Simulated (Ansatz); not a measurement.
Reaction (isomerisation): `C[SiH](N)CS` → `CC(S)N[SiH3]`

Computed with Ansatz on PBE0-D4/def2-TZVP structures; ΔE is electronic, products minus reactants. CCSD(T)/CBS is the MP2 limit (def2-TZVPP, def2-QZVPP) plus CCSD(T) − MP2 in def2-TZVPP, frozen cores. DFT in def2-TZVPP. One conformer a species, not always the lowest.

```
       species  B2PLYP energy (Eh)
 `C[SiH](N)CS`          -823.82068
`CC(S)N[SiH3]`          -823.78133
```

(1) Work out ΔE.

Largest T1 diagnostic among the species: 0.011.

## Answers

(1) ΔE = (-823.78133) − (-823.82068) = 0.03935 Eh = +103.3 kJ/mol. CCSD(T)/CBS gives +106.4 kJ/mol.

In def2-TZVPP, CCSD(T) changes the Hartree–Fock value by +6.7 kJ/mol (the triples alone add −0.5 kJ/mol) and MP2 by +10.9 kJ/mol.
